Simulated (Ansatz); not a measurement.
Two isomers of C2H8FNSi: A = `CC(F)[SiH2]N`, B = `CN([SiH3])CF`.

Gas-phase electronic energies from Ansatz, PBE0-D4/def2-TZVP geometries. CCSD(T)/CBS adds triple-zeta CCSD(T) − MP2 to the extrapolated MP2 energy (def2 sets, frozen cores). Functionals use def2-TZVPP. One conformer a species, not always the lowest.

A:

Z-matrix (Å, degrees):
```
C
C 1 1.509
H 1 1.093 2 110.9
H 1 1.093 2 111.2 3 -120.5
H 1 1.093 2 109.8 3 119.4
F 2 1.405 1 109.0 3 57.7
Si 2 1.899 1 114.3 3 177.7
H 2 1.097 1 109.7 3 -58.6
N 7 1.719 2 110.5 1 58.9
H 7 1.485 2 109.5 1 176.7
H 7 1.491 2 106.2 1 -64.4
H 9 1.006 7 121.9 2 -81.5
H 9 1.005 7 120.1 2 129.3
```

B:

```xyz
13

C     1.080    0.753    0.665
N    -0.122    0.146    0.122
Si   -0.344    0.090   -1.597
C    -0.787   -0.748    0.971
F    -0.104   -1.968    1.115
H     1.906    0.041    0.763
H     1.408    1.571    0.019
H     0.871    1.174    1.654
H     0.617   -0.797   -2.310
H    -0.159    1.467   -2.125
H    -1.725   -0.397   -1.838
H    -0.867   -0.339    1.984
H    -1.775   -0.995    0.576
```

Question: Which is lower in electronic energy at CCSD(T)/CBS, and by how much? (Best estimate.)

Answer: Ansatz gave: A, by 14.1 kcal/mol.

Question: Give E(B) − E(A) in kcal/mol with ωB97M-V, MP2/def2-TZVPP, PBE-D4, B2PLYP, CCSD/def2-TZVPP, HF/def2-TZVPP, r2SCAN-D4. (Best estimate.)

Answer: Ansatz gave: ωB97M-V 13.8, MP2/def2-TZVPP 12.8, PBE-D4 12.8, B2PLYP 13.0, CCSD/def2-TZVPP 12.7, HF/def2-TZVPP 12.1, r2SCAN-D4 13.8. None reverses the order clearly.

Largest T1 diagnostic: 0.011.
